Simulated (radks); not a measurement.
Co, configuration [Ar] 3d8 5f1 (not the ground configuration).

Calculated with a radial shooting solver on a logarithmic mesh with Libxc functionals: scalar-relativistic Kohn-Sham, PBEsol, spin-polarised, spherical densities, point nucleus; open shells are filled with parallel spins first.

Energy parts (hartree):
total: -1391.72266
kinetic: 1409.52457
electron-nucleus: -3333.30785
Hartree: 590.23831
exchange-correlation: -58.17770

Orbitals (lengths in bohr, moments of r in powers of bohr):
orbital  occ.  eigenvalue (hartree)    <1/r>
1s down     1             -278.8358    27.01
1s up       1             -278.8358    27.01
2s up       1             -33.06132    5.808
2s down     1             -33.02549    5.812
2p up       3             -28.33330    5.702
2p down     3             -28.30617    5.705
3s up       1              -3.85971    1.824
3s down     1              -3.78449    1.820
3p up       3              -2.51942    1.676
3p down     3              -2.44561    1.671
3d up       5              -0.43507    1.243
3d down     3              -0.36963    1.215
5f up       1              -0.01431  0.04311

The highest occupied level is 5f up at -0.390 eV. Summed over all electrons, <r^2> = 952.6 bohr^2, which gives a Langevin (diamagnetic) susceptibility term of -754 x 10^-6 cm^3/mol.
